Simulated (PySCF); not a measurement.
**Al: a base run and its variants**

Base input, run as `python input.py` with PySCF 2.14:

```python
from pyscf import gto, scf

mol = gto.M(
    atom='Al 0 0 0',
    basis='cc-pcvtz',
    charge=0,
    spin=1,
    verbose=4,
)
mf = scf.UHF(mol)
mf.kernel()
mf.dip_moment()
print('orbital energies (hartree):', [e[max(0, n-3):n+3].round(4) for e, n in zip(mf.mo_energy, mol.nelec)])
```

Base result: E(SCF) = -241.879095 Eh, 9 cycles, ⟨S²⟩ = 0.770. No search for the lowest solution was made.

Wall time 0.68 s on one thread of a shared host.

Each row names what differs from the base; energies in brackets are changes from the base.

| change | result |
| --- | --- |
| SCF type: UHF → RHF [runs as restricted open-shell] | E(SCF) = -241.875145 Eh (+0.1075 eV), 7 cycles |
| basis set: cc-pcvtz → x2c-tzvpall; spin-free X2C: off → on | E(SCF) = -242.310194 Eh, 9 cycles, ⟨S²⟩ = 0.770 |
| electric field along z (a.u.): none → 0.005 | E(SCF) = -241.879774 Eh (-0.0185 eV), 11 cycles, ⟨S²⟩ = 0.770 |
| basis set: cc-pcvtz → def2-qzvp | E(SCF) = -241.880671 Eh (-0.0429 eV), 9 cycles, ⟨S²⟩ = 0.771 |
| step after the SCF: none → eomee; frozen orbitals: default → 5; number of roots: default → 6 | E(SCF) = -241.879095 Eh (+0.0000 eV), 9 cycles, E(CCSD) − E(SCF) = -0.05124 Eh, ⟨S²⟩ = 0.770, excitation roots 0.008, 0.008, 0.022, 0.027, 0.027, 3.440 eV |
| basis set: cc-pcvtz → 6-31+g* | E(SCF) = -241.856587 Eh (+0.6125 eV), 8 cycles, ⟨S²⟩ = 0.757 |
| charge: 0 → 2 [another spin of the ion may lie lower] | E(SCF) = -241.029605 Eh (+23.1158 eV), 7 cycles, ⟨S²⟩ = 0.750 |
| charge: 0 → 1; spin (2S): 1 → 0 [another spin of the ion may lie lower] | E(SCF) = -241.673444 Eh (+5.5960 eV), 6 cycles |
| electric field along z (a.u.): none → 0.01 | E(SCF) = -241.881810 Eh (-0.0739 eV), 11 cycles, ⟨S²⟩ = 0.770 |
| smearing width (hartree): none → 0.01 [smearing does not keep the typed spin] | E(SCF) = -241.774872 Eh (+2.8360 eV), 6 cycles |
| electric field along z (a.u.): none → 0.05 [may be another electronic state] | E(SCF) = -241.945890 Eh (-1.8176 eV), 11 cycles, ⟨S²⟩ = 0.775 |
| functional: none (Hartree–Fock) → scan; SCF type: UHF → UKS; step after the SCF: none → analyze | E(SCF) = -242.375413 Eh, ⟨S²⟩ = 0.762 |
| initial guess: minao → sap | E(SCF) = -241.879095 Eh (+0.0000 eV), 9 cycles, ⟨S²⟩ = 0.770 |
| spin-free X2C: off → on [basis contracted without relativity] | E(SCF) = -242.279712 Eh, 9 cycles, ⟨S²⟩ = 0.770 |
| basis set: cc-pcvtz → pcseg-2 | E(SCF) = -241.869341 Eh (+0.2654 eV), 8 cycles, ⟨S²⟩ = 0.757 |
| basis set: cc-pcvtz → 3-21g | E(SCF) = -240.551046 Eh (+36.1381 eV), 7 cycles, ⟨S²⟩ = 0.750 |
| point-group symmetry: off → on [ends in another solution than the base] | E(SCF) = -241.875141 Eh (+0.1076 eV), 8 cycles, ⟨S²⟩ = 0.750 |
| step after the SCF: none → mp2; frozen orbitals: default → 5 | E(SCF) = -241.879095 Eh (+0.0000 eV), 9 cycles, E(MP2) − E(SCF) = -0.03610 Eh, ⟨S²⟩ = 0.770 |
| spin (2S): 1 → 2 [unsound on purpose] | stops with RuntimeError (Electron number 13 and spin 2 are not consistent) |
| spin (2S): 1 → 3 [a high spin state] | E(SCF) = -241.790702 Eh (+2.4053 eV), 8 cycles, ⟨S²⟩ = 3.750 |

Problem. Order these changes by how far they move the SCF energy from the base, largest first: (1) SCF type: UHF → RHF; (2) electric field along z (a.u.): none → 0.01; (3) electric field along z (a.u.): none → 0.05; (4) point-group symmetry: off → on.

Solution. (3) -1.8176 eV, (4) +0.1076 eV, (1) +0.1075 eV, (2) -0.0739 eV.
